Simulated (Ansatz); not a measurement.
Wavefunction ladder for `CO[Si](S)(Cl)OC`

```xyz
14

C     0.502   -2.298   -0.714
O     1.151   -1.042   -0.644
Si    0.603    0.241    0.166
S     1.950    1.857   -0.015
Cl    0.371   -0.266    2.150
O    -0.834    0.675   -0.444
C    -1.707    1.646    0.096
H     1.133   -2.965   -1.303
H     0.366   -2.726    0.284
H    -0.473   -2.206   -1.200
H     2.775    1.386    0.935
H    -2.055    1.347    1.089
H    -1.216    2.621    0.171
H    -2.565    1.731   -0.571
```

The species carries charge 0 and has multiplicity 1. The structure was optimised at the PBE0-D4/def2-TZVP level. It is one conformer, not always the lowest. Frozen core, restricted reference, the Gaussian-basis code of Ansatz. CBS rows extrapolate triple and quadruple zeta; past MP2 they add the triple-zeta difference.

| basis | HF (Eh) | MP2 corr. | CCSD corr. | (T) | CCSD(T) total |
| --- | --- | --- | --- | --- | --- |
| def2-TZVPP | -1375.81430 | -1.29776 | -1.36020 | -0.05495 | -1377.22945 |
| def2-QZVPP | -1375.85888 | -1.40415 | – | – | – |
| CBS(def2) | -1375.86502 | -1.48296 | -1.54540 | as TZ | -1377.46537 |
